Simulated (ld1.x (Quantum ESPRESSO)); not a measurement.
# Building the PAW potential for promethium (PBEsol, scalar-relativistic).

promethium, PAW, made with ld1.x (Quantum ESPRESSO) 7.5 (PBEsol, scalar-relativistic). Core [Kr] 4d10, reference 4f5 5s2 5p6 5d0 6s0.5 6p0 (charge +1.5). Waves: 5s (bound): rcut 1.85, rcutus 2.25 bohr; 6s (bound): rcut 1.85, rcutus 2.25 bohr; 5p (bound): rcut 2.15, rcutus 2.55 bohr; 6p (bound, empty): rcut 2.15, rcutus 2.55 bohr; 5d (bound, empty): rcut 2.95, rcutus 3.80 bohr; 5d channel at 0.8 Ry: rcut 2.95, rcutus 3.80 bohr; 4f (bound): rcut 1.10, rcutus 1.55 bohr; 4f channel at -0.55 Ry: rcut 1.10, rcutus 1.55 bohr. Local part: all-electron potential smoothed inside 3.55 bohr (lloc = -1). Core correction: Bessel-smoothed model core inside 0.80 bohr. Augmentation charge: GAUSS, radius 0.90 bohr.

* Cutoffs needed: 60 Ry and 90 Ry (the cutoffs (Ry, on a coarse ladder) from which the occupation-weighted sum of valence levels, in a spherical-Bessel basis at the reference potential, stays within 10 and 1 mRy of its value at 400 Ry)
* Ghost test: no extra level below or beside the all-electron valence levels (s, p, d, f tested) (spherical-Bessel basis up to 400 Ry, 20 bohr box)
* Configuration tests: test run stopped at test 4 of 7 (negative rho)
* Lowest eigenvalue of the overlap operator: 0.10 (p channel)
